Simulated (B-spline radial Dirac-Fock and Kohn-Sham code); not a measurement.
Electron momentum distribution of Sr²²⁺: Compton profiles

System: the Sr²²⁺ ion, 1s2 2s2 2p6 3s2 3p4.

Model: the impulse approximation on Dirac-Fock densities. Program: an atomic code on a B-spline grid. pz is in atomic units of momentum; subshell profiles are per electron, for a selection of subshells; open shells are spread over both j values by their weights.

```csv
pz,J total,J 2p1/2,J 2p3/2,J 3p3/2
0,1.189,0.0400,0.0409,0.102
0.27,1.185,0.0400,0.0409,0.102
0.37,1.182,0.0400,0.0409,0.102
0.51,1.176,0.0400,0.0409,0.102
0.71,1.164,0.0400,0.0409,0.102
0.99,1.142,0.0400,0.0409,0.102
1.4,1.097,0.0400,0.0409,0.101
1.9,1.026,0.0399,0.0409,0.0972
2.6,0.9084,0.0398,0.0407,0.0880
3.6,0.7319,0.0392,0.0401,0.0670
5.1,0.5164,0.0374,0.0381,0.0331
7,0.3574,0.0333,0.0337,0.00982
9.7,0.2391,0.0251,0.0250,0.00431
13,0.1484,0.0154,0.0150,0.00390
19,0.06354,0.00522,0.00489,0.00155
26,0.02737,0.00141,0.00126,0.000390
36,0.01012,0.000260,0.000218,6.33e-05
50,0.003116,3.67e-05,2.81e-05,7.72e-06
```

J(0) = 1.189. The 3s1/2 subshell gives the largest part, 28 %.

Mean momentum ⟨p⟩ by subshell (a.u.): 1s1/2 33.4, 2s1/2 11.7, 2p1/2 15.7, 2p3/2 15.3, 3s1/2 6.26, 3p1/2 7.44, 3p3/2 7.33.

Values without a named source are computed, but for edge energies of neutral atoms, which are taken from tables.
